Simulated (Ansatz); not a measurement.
`[SiH3]/N=C/Cl` + `[SiH3]S[SiH2]S` → `[SiH3]S[SiH2]S[SiH3]` + `N=CCl`  (ligand exchange at the Si–N bond)

Isolated molecules relaxed with PBE0-D4/def2-TZVP in Ansatz; ΔE leaves out vibrations. CCSD(T)/CBS is the MP2 limit (def2-TZVPP, def2-QZVPP) plus CCSD(T) − MP2 in def2-TZVPP, frozen cores. This one scheme is used for every species. Functionals use def2-TZVPP. One conformer a species, not always the lowest.

```
             level  ΔE (kcal/mol)  difference from CCSD(T)/CBS
            PBE-D4           -6.7                         -0.6
           ωB97X-V           -5.7                          0.4
           ωB97M-V           -5.9                          0.2
            B2PLYP           -3.3                          2.8
              PBE0           -5.6                          0.5
SCS-MP2/def2-TZVPP           -4.6                          1.5
   CCSD/def2-TZVPP           -4.8                          1.3
CCSD(T)/def2-TZVPP           -5.3                          0.8
     HF/def2-QZVPP           -1.5                          4.6
SCS-MP2/def2-QZVPP           -4.9                          1.2
       CCSD(T)/CBS           -6.1                            0
```

Largest T1 diagnostic among the species: 0.013.

In def2-TZVPP, CCSD(T) changes the Hartree–Fock value by −3.5 kcal/mol (the triples alone add −0.5 kcal/mol) and MP2 by −3.9 kcal/mol. The D4 term adds −2.8 kcal/mol with B3LYP and −1.6 kcal/mol with PBE0; it sums over pairs of atoms, weighted by their polarisabilities, and B3LYP, whose exchange is more repulsive, gets the larger term.

B3LYP here is the variant with VWN-RPA as its local correlation; programs differ in this.
